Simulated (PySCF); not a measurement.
C4H11BrO3Si. Atoms are numbered in the order given.

```xyz
20

C     -2.6893    -2.3939    -0.7956
C     -2.2612    -1.0160    -0.3322
O     -0.9400    -0.7581    -0.7973
Si    -0.0425     0.5774    -0.4929
O     -0.8142     1.8902    -1.1086
Br     0.1779     0.7938     1.7386
O      1.4473     0.4409    -1.1511
C      2.4689    -0.4906    -0.8084
C      2.2180    -1.8557    -1.4270
H     -2.6628    -2.4571    -1.8943
H     -3.7143    -2.6123    -0.4566
H     -2.0159    -3.1649    -0.3902
H     -2.9455    -0.2424    -0.7235
H     -2.2845    -0.9513     0.7708
H     -0.4032     2.7525    -0.9761
H      2.5504    -0.5685     0.2909
H      3.4160    -0.0651    -1.1767
H      1.2791    -2.2893    -1.0516
H      2.1406    -1.7739    -2.5221
H      3.0451    -2.5426    -1.1855
```
Charge 0, spin multiplicity 1.

Geometry: B3LYP-D3(BJ)/def2-SVP. One conformer was computed; it need not be the lowest.

The numbers are results of HF/def2-SVP in PySCF, not measurements.

ESP charges are fitted to the potential on shells at 1.4 to 2.0 van der Waals radii. Atomic charges (e):

```json
[
 {"atom": "C1", "Mulliken": "-0.07", "ESP fit": "-0.45", "IAO": "-0.34", "Löwdin": "-0.04"},
 {"atom": "C2", "Mulliken": "0.25", "ESP fit": "0.24", "IAO": "0.04", "Löwdin": "0.13"},
 {"atom": "O3", "Mulliken": "-0.72", "ESP fit": "-0.24", "IAO": "-0.72", "Löwdin": "-0.34"},
 {"atom": "Si4", "Mulliken": "1.44", "ESP fit": "0.61", "IAO": "1.67", "Löwdin": "0.65"},
 {"atom": "O5", "Mulliken": "-0.53", "ESP fit": "-0.66", "IAO": "-0.82", "Löwdin": "-0.26"},
 {"atom": "Br6", "Mulliken": "-0.44", "ESP fit": "-0.21", "IAO": "-0.34", "Löwdin": "-0.16"},
 {"atom": "O7", "Mulliken": "-0.71", "ESP fit": "-0.41", "IAO": "-0.72", "Löwdin": "-0.34"},
 {"atom": "C8", "Mulliken": "0.25", "ESP fit": "0.22", "IAO": "0.04", "Löwdin": "0.13"},
 {"atom": "C9", "Mulliken": "-0.09", "ESP fit": "-0.21", "IAO": "-0.35", "Löwdin": "-0.05"},
 {"atom": "H10", "Mulliken": "0.05", "ESP fit": "0.11", "IAO": "0.12", "Löwdin": "0.02"},
 {"atom": "H11", "Mulliken": "0.03", "ESP fit": "0.12", "IAO": "0.12", "Löwdin": "0.02"},
 {"atom": "H12", "Mulliken": "0.04", "ESP fit": "0.12", "IAO": "0.12", "Löwdin": "0.02"},
 {"atom": "H13", "Mulliken": "0.04", "ESP fit": "0.05", "IAO": "0.11", "Löwdin": "0.01"},
 {"atom": "H14", "Mulliken": "0.03", "ESP fit": "0.01", "IAO": "0.11", "Löwdin": "0.00"},
 {"atom": "H15", "Mulliken": "0.23", "ESP fit": "0.46", "IAO": "0.38", "Löwdin": "0.10"},
 {"atom": "H16", "Mulliken": "0.03", "ESP fit": "0.02", "IAO": "0.11", "Löwdin": "0.00"},
 {"atom": "H17", "Mulliken": "0.03", "ESP fit": "0.03", "IAO": "0.12", "Löwdin": "0.01"},
 {"atom": "H18", "Mulliken": "0.05", "ESP fit": "0.04", "IAO": "0.13", "Löwdin": "0.02"},
 {"atom": "H19", "Mulliken": "0.05", "ESP fit": "0.08", "IAO": "0.12", "Löwdin": "0.02"},
 {"atom": "H20", "Mulliken": "0.03", "ESP fit": "0.06", "IAO": "0.12", "Löwdin": "0.02"}
]
```

Computed Mayer and Wiberg (Löwdin basis) orders of the bonds:
| bond | Mayer | Wiberg |
|---|---|---|
| C1–C2 | 1.05 | 1.07 |
| C2–O3 | 0.82 | 1.08 |
| O3–Si4 | 0.99 | 1.23 |
| Si4–O5 | 1.06 | 1.26 |
| Si4–Br6 | 0.86 | 1.16 |
| Si4–O7 | 1.02 | 1.25 |
| O7–C8 | 0.81 | 1.09 |
| C8–C9 | 1.04 | 1.07 |
| C1–H10 | 0.98 | 0.96 |
| C1–H11 | 0.98 | 0.96 |
| C1–H12 | 0.98 | 0.96 |
| C2–H13 | 0.98 | 0.95 |
| C2–H14 | 0.98 | 0.95 |
| O5–H15 | 0.95 | 1.12 |
| C8–H16 | 0.98 | 0.95 |
| C8–H17 | 0.98 | 0.95 |
| C9–H18 | 0.98 | 0.96 |
| C9–H19 | 0.98 | 0.96 |
| C9–H20 | 0.98 | 0.96 |
